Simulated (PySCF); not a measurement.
## [Bi(H2O)4]3+: from a saddle point downhill

PySCF 2.14.0, RKS PBE0, Bi def2-SVP with ECP60, O def2-SVP, H def2-SVP; non-relativistic Hamiltonian with scalar-relativistic core potentials where named; density fitting; no spin-orbit coupling. Relaxed within the symmetry of its start, the geometry (D2d) is

```xyz
13

Bi    0.0000    0.0000    0.0000
O     1.2883    1.3835    1.3835
H     1.6415    1.1693    2.2767
H     1.6415    2.2767    1.1693
O    -1.2883   -1.3835    1.3835
H    -1.6415   -1.1693    2.2767
H    -1.6415   -2.2767    1.1693
O     1.2883   -1.3835   -1.3835
H     1.6415   -2.2767   -1.1693
H     1.6415   -1.1693   -2.2767
O    -1.2883    1.3835   -1.3835
H    -1.6415    2.2767   -1.1693
H    -1.6415    1.1693   -2.2767
```

and its lowest harmonic modes are -102, -29, -29, -11, 61, 69 cm⁻¹ (negative: unstable). It was moved along the lowest mode and relaxed again, within the group S4 that the move left.

Problem. Where does it end, and how much lower?

Solution. In S4, 0.028 eV lower, after 22 steps:
```xyz
13

Bi   -0.0002    0.0000    0.0000
O     1.3715    1.3074    1.3757
H     1.2636    1.4624    2.3417
H     2.1755    1.8113    1.1144
O    -1.3715   -1.3759    1.3076
H    -2.1752   -1.1149    1.8118
H    -1.2638   -2.3418    1.4624
O     1.3715   -1.3074   -1.3757
H     2.1755   -1.8113   -1.1144
H     1.2636   -1.4624   -2.3417
O    -1.3715    1.3759   -1.3076
H    -1.2638    2.3418   -1.4624
H    -2.1752    1.1149   -1.8118
```

Problem. How do the contacts change?

Solution. 
```json
{"contact": "Bi1–O2 (H2O)", "saddle (Å)": "2.343", "end (Å)": "2.342"}
{"contact": "Bi1–O5 (H2O)", "saddle (Å)": "2.343", "end (Å)": "2.342"}
{"contact": "Bi1–O8 (H2O)", "saddle (Å)": "2.343", "end (Å)": "2.342"}
{"contact": "Bi1–O11 (H2O)", "saddle (Å)": "2.343", "end (Å)": "2.342"}
```


No frequency check is given for the end, and other unstable modes may remain.

State: singlet.
